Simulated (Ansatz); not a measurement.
Geometry optimisation of the cluster Ag2Cl2⁻.

```yaml
crystal:
  periodic: [false, false, false]
  atoms:
    - {symbol: Ag, position_ang: [0.455111, -0.081637, 0.460597]}
    - {symbol: Ag, position_ang: [-1.492124, 0.018794, -1.631917]}
    - {symbol: Cl, position_ang: [-0.797475, 1.944415, 0.073096]}
    - {symbol: Cl, position_ang: [1.834489, -1.881572, 1.098223]}
basis:
  gaussian: {orbitals: def2-SVPD}
total_charge: -1
magnetization: {spin_polarized: true, initial_magnetization: 3}
hamiltonian: {xc: r2scan, dispersion: d4}
scf: {lower_state_search: "off"}
output: {orbitals: {seedname: orbitals}}
relax: {f_tol: 0.02, max_steps: 100}
```

```sh
$ ansatz run in.yaml --threads 4 --pin off --events-out ev --progress --plain --max-ram 3916MiB
```

Shortened log:

```
Functional definition: r2SCAN
mean field -33038.02671776 eV, -1214.1250878987 hartree, gradient 2.6e-6 eV, S^2 3.755458; 0 other end points of the search recorded, 0 dependent functions left out
relax step   1: F+E_penalty+E_count = -33038.06302992 eV  Δ(F+E_penalty+E_count) = +0.000e0 eV  max|allowed force component| = 1.065e0 eV/Å  Δτ_max = 0.0000 Å  (50 SCF iters, accepted)
mean field -33038.30995073 eV, -1214.1354965186 hartree, gradient 2.1e-6 eV, S^2 3.756055; 0 other end points of the search recorded, 0 dependent functions left out
relax step   2: F+E_penalty+E_count = -33038.34520898 eV  Δ(F+E_penalty+E_count) = -2.822e-1 eV  max|allowed force component| = 3.513e-1 eV/Å  Δτ_max = 0.1673 Å  (45 SCF iters, accepted)
mean field -33038.44535829 eV, -1214.1404726545 hartree, gradient 2.6e-6 eV, S^2 3.756858; 0 other end points of the search recorded, 0 dependent functions left out
relax step   3: F+E_penalty+E_count = -33038.48003719 eV  Δ(F+E_penalty+E_count) = -1.348e-1 eV  max|allowed force component| = 3.405e-1 eV/Å  Δτ_max = 0.1948 Å  (45 SCF iters, accepted)
mean field -33038.55610237 eV, -1214.1445424244 hartree, gradient 1.3e-6 eV, S^2 3.757448; 0 other end points of the search recorded, 0 dependent functions left out
relax step   4: F+E_penalty+E_count = -33038.59065872 eV  Δ(F+E_penalty+E_count) = -1.106e-1 eV  max|allowed force component| = 3.081e-1 eV/Å  Δτ_max = 0.1961 Å  (45 SCF iters, accepted)
mean field -33038.67992975 eV, -1214.1490929966 hartree, gradient 2.8e-6 eV, S^2 3.757993; 0 other end points of the search recorded, 0 dependent functions left out
relax step   5: F+E_penalty+E_count = -33038.71483249 eV  Δ(F+E_penalty+E_count) = -1.242e-1 eV  max|allowed force component| = 3.748e-1 eV/Å  Δτ_max = 0.1958 Å  (44 SCF iters, accepted)
mean field -33038.79730052 eV, -1214.1534062928 hartree, gradient 1.8e-6 eV, S^2 3.758380; 0 other end points of the search recorded, 0 dependent functions left out
relax step   6: F+E_penalty+E_count = -33038.83298712 eV  Δ(F+E_penalty+E_count) = -1.182e-1 eV  max|allowed force component| = 3.767e-1 eV/Å  Δτ_max = 0.1948 Å  (38 SCF iters, accepted)
mean field -33038.89638618 eV, -1214.1570476238 hartree, gradient 6.2e-6 eV, S^2 3.758592; 0 other end points of the search recorded, 0 dependent functions left out
relax step   7: F+E_penalty+E_count = -33038.93292830 eV  Δ(F+E_penalty+E_count) = -9.994e-2 eV  max|allowed force component| = 2.274e-1 eV/Å  Δτ_max = 0.1949 Å  (31 SCF iters, accepted)
mean field -33038.95006851 eV, -1214.1590204129 hartree, gradient 3.6e-6 eV, S^2 3.758779; 0 other end points of the search recorded, 0 dependent functions left out
relax step   8: F+E_penalty+E_count = -33038.98746914 eV  Δ(F+E_penalty+E_count) = -5.454e-2 eV  max|allowed force component| = 1.058e-1 eV/Å  Δτ_max = 0.1940 Å  (29 SCF iters, accepted)
mean field -33038.95894293 eV, -1214.1593465421 hartree, gradient 1.8e-6 eV, S^2 3.758948; 0 other end points of the search recorded, 0 dependent functions left out
relax step   9: F+E_penalty+E_count = -33038.99661768 eV  Δ(F+E_penalty+E_count) = -9.149e-3 eV  max|allowed force component| = 5.293e-2 eV/Å  Δτ_max = 0.0932 Å  (27 SCF iters, accepted)
mean field -33038.96155143 eV, -1214.1594424026 hartree, gradient 4.0e-6 eV, S^2 3.758978; 0 other end points of the search recorded, 0 dependent functions left out
relax step  10: F+E_penalty+E_count = -33038.99910313 eV  Δ(F+E_penalty+E_count) = -2.485e-3 eV  max|allowed force component| = 1.968e-2 eV/Å  Δτ_max = 0.0567 Å  (22 SCF iters, accepted)
Total energy: -33038.99913050 eV, -1214.1608234078 hartree
Atom 0 at     0.232980    -0.975636    -0.220790 Å, force     0.000335    -0.012050    -0.005511 eV/Å
Atom 1 at    -1.821971     0.642212    -1.690129 Å, force     0.008108    -0.007135     0.005421 eV/Å
Atom 2 at    -0.311005     1.380639     0.332830 Å, force    -0.004364     0.019683     0.004828 eV/Å
Atom 3 at     1.899997    -1.047214     1.578089 Å, force    -0.004078    -0.000498    -0.004738 eV/Å
Dipole moment:    -0.255426     0.032292    -0.265204 e Å
Checks for a lower state left out: stability, starts, cluster_reference, orbital_swaps, neighbouring_geometries, increment
```

Hardware: 4 threads of Arm Neoverse V1 on a shared host. Wall time 50 s.

In the def2 sets Ag takes a core potential; there is no spin–orbit coupling. The highest occupied level of the charge -1 quartet lies above zero (up to 0.27 eV). It is a level of α spin, whose loss leaves a triplet; that state wasn't run at this geometry and level. The electron is either unbound and held by the finite basis, or the level is raised by self-interaction error. The relaxation made no stability test and no search for a lower SCF solution. At r2SCAN-D4/def2-SVPD a doublet of charge -1 lies 3.46 eV below the quartet, each at its own geometry. The structure comes from a short search, and lower isomers may exist.
